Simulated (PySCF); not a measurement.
# Beryllium: a sound run and one with changed settings

Sound run: Be+ [He] 2s1, Be(2+) 1s2. All numbers are calculated (PySCF 2.14, no relativity, point nucleus, in def2-TZVP (5s3p1d, 19 functions)). The sound run starts from symmetry-adapted Hartree-Fock orbitals and uses a fine grid where one is needed.

Changed run: radial step 0.5 in ln r (0.13 in the sound run). This setting is unsound on purpose.

```
species  method  sound run (hartree)  changed run (hartree)  converged
    Be+     UHF            -14.27705              -14.27705        yes
    Be+     PBE            -14.29768              -14.29836        yes
    Be+    PBE0            -14.30585              -14.30648        yes
 Be(2+)     UHF            -13.61108              -13.61108        yes
 Be(2+)     PBE            -13.61864              -13.61832        yes
 Be(2+)    PBE0            -13.62811              -13.62788        yes
```

Ionisation energy of Be+:

```tsv
method	sound run (eV)	changed run (eV)
UHF	18.122	18.122
PBE	18.478	18.505
PBE0	18.442	18.465
```

A coarse radial grid mis-integrates the density and the exchange-correlation energy, with errors of either sign; Hartree-Fock needs no grid.

For comparison, NIST gives 18.211 eV between the lowest levels.
